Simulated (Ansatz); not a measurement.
Relaxation of AlFGeH4 (7 atoms, charge 0, multiplicity 1), to a largest force component of 0.015 eV/Å in at most 40 steps.

All numbers below come from RKS PBE0/def2-SVP in Ansatz 0.2.0.

```xyz
7
Properties=species:S:1:pos:R:3:forces:R:3
F -2.170 -0.510 0.459 -0.73 -0.15 0.23
Ge -0.824 -0.282 -0.600 0.97 0.13 -0.96
Al 1.085 0.362 0.727 0.82 0.46 0.81
H -0.455 -1.611 -1.321 -0.44 0.02 0.00
H -1.103 0.814 -1.671 -0.39 -0.27 0.13
H 1.848 1.760 0.452 -0.13 -0.25 -0.04
H 1.650 -0.548 1.924 -0.10 0.05 -0.17
```

Question: Where does it end, and by what steps?

Answer: The forces met the threshold. The force dipped under the threshold on the way, but the program's further checks kept it going. After 19 steps the energy has fallen by 0.173 eV; H7 moved furthest, 0.84 Å.

```csv
step,energy less start (eV),largest force component (eV/Å),accepted
0,0.0000,0.969,yes
1,-0.0730,0.855,yes
2,-0.1422,0.340,yes
3,-0.1383,0.336,no
4,-0.1604,0.061,yes
5,-0.1636,0.013,yes
6,-0.1647,0.070,yes
7,-0.1653,0.087,yes
8,-0.1663,0.120,yes
9,-0.1674,0.098,yes
10,-0.1691,0.034,yes
11,-0.1705,0.040,yes
12,-0.1671,0.171,no
13,-0.1666,0.144,no
14,-0.1711,0.010,yes
15,-0.1720,0.041,yes
16,-0.1722,0.072,yes
17,-0.1724,0.049,yes
18,-0.1728,0.003,yes
19,-0.1730,0.011,yes
```

```xyz
7
Properties=species:S:1:pos:R:3
F -1.952 -1.014 0.408
Ge -0.758 -0.261 -0.642
Al 1.159 0.417 0.795
H -0.438 -1.325 -1.720
H -1.510 0.894 -1.346
H 2.345 1.254 0.144
H 1.186 0.019 2.332
```

Whether the end is a true minimum wasn't checked by a vibrational analysis.

Time of the run: 26 s on 1 thread of AMD EPYC 9R45 96-Core Processor (Zen 5), on a shared host, peak memory 0.19 GiB.
